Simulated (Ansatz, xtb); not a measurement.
**C6H10F2: which of two isomers lies lower**

Structure X is `C[C@@]1(F)CC[C@@H](F)C1`, a singlet and structure Y is `FC1(F)CCCCC1`, a singlet. Both are isolated molecules in the gas phase, relaxed with B3LYP/def2-SVP; the shapes shown needn't be the lowest conformers.

X (Å):

```xyz
18

C    -2.5478    0.6663   -0.3005
C    -1.0645    0.9442   -0.4584
C    -0.1211   -0.2108   -0.0941
C     1.2020    0.2014   -0.7513
C     0.7534    0.7168   -2.1185
C    -0.6136    1.3802   -1.8728
F    -0.7488    2.0077    0.4152
F     0.5729   -0.3794   -2.9679
H    -2.8643   -0.1596   -0.9554
H    -3.1340    1.5618   -0.5590
H    -2.7764    0.3955    0.7417
H    -0.4908   -1.1437   -0.5493
H    -0.0666   -0.3513    0.9953
H     1.6602    1.0265   -0.1832
H     1.9403   -0.6080   -0.8479
H     1.4859    1.3804   -2.6056
H    -0.5600    2.4782   -1.9036
H    -1.3128    1.0488   -2.6547
```

Y (Å):

```csv
atom,x (Å),y (Å),z (Å)
C,-0.2926,0.8098,1.2237
C,-0.4951,0.7607,-0.2824
C,0.7237,0.1491,-0.9867
C,1.0880,-1.2199,-0.3948
C,1.3055,-1.1373,1.1229
C,0.0885,-0.5297,1.8338
F,-1.4256,1.2867,1.8270
F,0.7015,1.7220,1.5058
H,-0.6998,1.7848,-0.6326
H,-1.3985,0.1588,-0.4761
H,1.5798,0.8363,-0.8747
H,0.5260,0.0651,-2.0675
H,1.9916,-1.6168,-0.8860
H,0.2755,-1.9390,-0.6092
H,1.5208,-2.1344,1.5395
H,2.1886,-0.5099,1.3328
H,0.2766,-0.3742,2.9078
H,-0.7860,-1.1955,1.7448
```

Quicker runs give these differences E(Y) − E(X): GFN2-xTB −0.191 eV; HF/STO-3G −0.478 eV (at GFN2-xTB geometries); r2SCAN-D4/def2-SVP −0.568 eV (at GFN2-xTB geometries).

Question: Estimate E(Y) − E(X) at the level CCSD(T)/def2-SVP + ΔMP2/def2-TZVPP.

Answer: Calculated at CCSD(T)/def2-SVP + ΔMP2/def2-TZVPP: E(Y) − E(X) = −0.408 eV, so structure Y lies lower.

Level by level:

```
                             level        geometry  E(Y) − E(X) (eV)  departure from the last row (eV)  job, with rough time for the two
                          GFN2-xTB        GFN2-xTB              −0.191                            +0.217              optimisation, 0.17 s
                         HF/STO-3G        GFN2-xTB              −0.478                            −0.070              single point, 0.52 s
                r2SCAN-D4/def2-SVP        GFN2-xTB              −0.568                            −0.160               single point, 5.2 s
                    B3LYP/def2-SVP  B3LYP/def2-SVP              −0.516                            −0.107                optimisation, 45 s
                       HF/def2-SVP  B3LYP/def2-SVP              −0.507                            −0.099           part of the CCSD(T) run
                      MP2/def2-SVP  B3LYP/def2-SVP              −0.555                            −0.147           part of the CCSD(T) run
                  CCSD(T)/def2-SVP  B3LYP/def2-SVP              −0.529                            −0.121                      single point
CCSD(T)/def2-SVP + ΔMP2/def2-TZVPP  B3LYP/def2-SVP              −0.408                                                 single point, 3 min
```

As drawn, both hold the same kinds of bond in the same numbers. Structure X has 1 methyl group, Y 0. Structure X has a 5-membered ring, Y a 6-membered ring.

The levels shown agree on the order. The largest departure from CCSD(T)/def2-SVP + ΔMP2/def2-TZVPP is that of GFN2-xTB, 0.217 eV. The last row adds to CCSD(T) the change of the MP2 difference between the two basis sets, here +0.121 eV.

With thermal terms from frequencies at re-optimised GFN2-xTB minima (ideal gas, soft modes damped towards free rotors, one conformer each, 298.15 K, 1 atm): on the last row, ΔE + ΔZPE = −0.363, ΔH = −0.381, ΔG = −0.338 eV.

The correlated steps freeze 8 core orbitals. Mirror images aren't counted in ΔG. Codes used: Ansatz 0.2.0, xtb 6.7.1; the last row on 4 threads of Arm Neoverse V1 on a shared host.
